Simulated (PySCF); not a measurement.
Several molecules and their computed UV-vis stick spectra, shuffled. Computed with TDDFT B3LYP/def2-SVPD, vertical, gas phase, core orbitals frozen in the response (PySCF). Geometries: PBE0-D3(BJ)/def2-SVP; one conformer of each isolated species. Triplets are in the Tamm–Dancoff approximation. Relativistic effects are left out although some hold elements past zinc.

A. `[H][Ge]([H])([CH3])[C](C)(C)C`
B. `[H][Ge]([H])([CH3])[CH2]CCC`
C. `[O]1CC[O][GeH]1[NH]C(=O)C`

Lowest singlet levels (six at most, fewer where fewer were computed) with oscillator strengths:

1. 173 nm (f 0.011); 166 nm (f 0.014); 158 nm (f 0.095); 158 nm (f 0.044); 155 nm (f 0.038); 152 nm (f 0.073); T1 7.03 eV
2. 222 nm (f 0.001); 194 nm (f 0.001); 188 nm (f 0.016); 185 nm (f 0.004); 184 nm (f 0.102); 181 nm (f 0.005); T1 5.16 eV
3. 186 nm (f 0.037); 175 nm (f 0.014); 163 nm (f 0.047); 160 nm (f 0.206); 159 nm (f 0.006); 158 nm (f 0.002); T1 6.57 eV

Question: Which spectrum belongs to which structure?

Answer: 1 = B, 2 = C, 3 = A.
- A: S1 at 6.68 eV, HOMO→LUMO (99%); Löwdin shares by element: HOMO carbon 45% or more, germanium 21% (atoms not listed hold the other 35%); LUMO carbon 24% or more, germanium 23% (atoms not listed hold the other 53%); HOMO -7.30 and LUMO 0.20 eV.
- B: S1 at 7.16 eV, HOMO→LUMO (98%); Löwdin shares by element: HOMO carbon 50% or more, germanium 20% (atoms not listed hold the other 30%); LUMO germanium 31%, carbon 20% or more, hydrogen 5% or more (atoms not listed hold the other 43%); HOMO -7.77 and LUMO 0.27 eV.
- C: S1 at 5.59 eV, HOMO-1→LUMO (87%); Löwdin shares by element: HOMO (one of a set within 0.03 eV) oxygen 60% or more, carbon 21% or more (atoms not listed hold the other 19%); LUMO carbon 32% or more, oxygen 23% or more, nitrogen 10%, germanium 9% (atoms not listed hold the other 27%); HOMO -7.55 and LUMO -0.36 eV.
